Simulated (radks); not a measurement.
Values are calculated unless marked as measured or tabulated.
Task: All-electron atom: Sn I in [Kr] 4d10 5s2 5p2 (the NIST ground configuration). Code: a radial shooting solver on a logarithmic mesh with Libxc functionals. Model: Dirac Kohn-Sham, exchange-only B88, spin-unpolarised, spherical densities, point nucleus; open shells fill j = l - 1/2 first.

Spin-orbit splittings of the eigenvalues, e(l+1/2) - e(l-1/2), with zeta = 2 splitting/(2l+1) and mean radii in bohr:

| shell | occ. | splitting (eV) | zeta (eV) | <r> j=l-1/2 | <r> j=l+1/2 |
|---|---|---|---|---|---|
| 2p | 6 | 230.8 | 153.8 | 0.1058 | 0.1112 |
| 3p | 6 | ? | ? | 0.3299 | 0.3412 |
| 3d | 10 | 8.697 | 3.479 | 0.3125 | 0.3161 |
| 4p | 6 | 7.595 | 5.063 | 0.8656 | 0.8956 |
| 4d | 10 | 1.041 | 0.4163 | 1.093 | 1.108 |
| 5p | 2 | 0.4167 | 0.2778 | 3.253 | 3.440 |

Estimate the 3p splitting.

Result: 42.13 eV (zeta = 28.08 eV).
